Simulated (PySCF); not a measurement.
# How methods differ on the fine-structure interval of Pb+

Pb+ [Xe] 4f14 5d10 6s2 6p1 [6p1/2^1, M_J = 1/2] → Pb+ [Xe] 4f14 5d10 6s2 6p1 [6p3/2^1, M_J = 3/2], as a difference of total energies. All numbers are calculated (PySCF 2.14, the two-component X2C-1e Hamiltonian, in x2c-TZVPall-2c with one added diffuse shell each of s, p, d, f type (12s12p10d4f, 126 functions)). Correlated levels: [Kr] 4d10 4f14 frozen; the 24 highest virtual spinors dropped. "Screened" scales the spin-orbit matrix elements by Boettger's factors to mimic the two-electron term; Breit and QED terms are absent.

```json
{"method": "GHF (screened spin-orbit)", "fine-structure interval (cm⁻¹)": "14726"}
{"method": "GMP2 (screened spin-orbit)", "fine-structure interval (cm⁻¹)": "13591"}
{"method": "GHF (bare spin-orbit)", "fine-structure interval (cm⁻¹)": "15089"}
```

Errors of the correlated levels include the incompleteness of this basis and the frozen core.

For comparison: 14081 cm⁻¹ (measured; NIST Handbook of Basic Atomic Spectroscopic Data (Sansonetti and Martin, J. Phys. Chem. Ref. Data 34, 1559 (2005))).
